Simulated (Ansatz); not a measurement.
Relaxing a trial structure of GeH2SSi2

The starting geometry of this gas-phase singlet was optimised with GFN2-xTB.

| atom | x (Å) | y (Å) | z (Å) |
| --- | --- | --- | --- |
| Ge | -2.5248 | 0.7805 | -2.5629 |
| S | -0.6774 | -0.6291 | -2.0845 |
| Si | -1.5798 | -1.3838 | -0.2027 |
| Si | -1.5443 | 0.9052 | -0.3501 |
| H | -0.2492 | 1.5638 | -0.0460 |
| H | -3.5943 | -0.3166 | -1.8047 |

Question: Predict what becomes of its bonds when it is optimised with BLYP-D3(BJ)/def2-SVP.

Answer: A new bond forms, giving a structure given below by its coordinates. Distances that change by over a tenth: Ge1–H6 (1.71 → 2.00 Å). Contacts that close: Si3–H6 (2.79 → 1.68 Å).

The energy falls by 0.64 eV over 11 steps:

```json
{"step": "1", "E − E(last) (eV)": "0.640"}
{"step": "2", "E − E(last) (eV)": "0.423"}
{"step": "3", "E − E(last) (eV)": "0.308"}
{"step": "4", "E − E(last) (eV)": "0.154"}
{"step": "5", "E − E(last) (eV)": "0.050"}
{"step": "7", "E − E(last) (eV)": "0.004"}
{"step": "8", "E − E(last) (eV)": "0.002"}
{"step": "9", "E − E(last) (eV)": "0.000"}
{"step": "10", "E − E(last) (eV)": "0.000"}
{"step": "11", "E − E(last) (eV)": "0.000"}
```

Final geometry (Å):

```xyz
6

Ge   -2.5799    0.8025   -2.5886
S    -0.5980   -0.5401   -2.0990
Si   -2.1196   -1.2792   -0.4760
Si   -1.3658    0.9590   -0.4921
H    -0.1751    1.6642    0.0838
H    -3.3314   -0.6864   -1.4789
```

Frequencies at the end are all real (lowest 198 cm⁻¹). Run with Ansatz 0.2.0, 53 s on 1 thread of Intel(R) Xeon(R) Processor @ 2.50GHz (Skylake/Cascade Lake), on a shared host.
